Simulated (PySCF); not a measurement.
Level of theory: PBE-D3(BJ)/def2-TZVP // PBE-D3(BJ)/def2-SVP in PySCF. All species are isolated molecules in the gas phase. One relaxed conformer stands for a flexible species; it need not be the lowest. 

Reference species (SMILES): `C[Si](C)(C)C` (neutral, multiplicity 1).

```json
{
 "HOMO–LUMO gap": "7.07 eV",
 "HOMO": "-6.99 eV"
}
```

Changed species: `CO[Si](C)(OC)OC` (3 of 4 CH3 replaced by OCH3; the reference has 0 of 4 CH3 replaced by OCH3).

Problem. Give the shifts of the HOMO–LUMO gap and HOMO.

Solution. the HOMO–LUMO gap falls by 0.56 eV, to 6.51 eV; the HOMO goes up by 0.59 eV, to -6.40 eV.
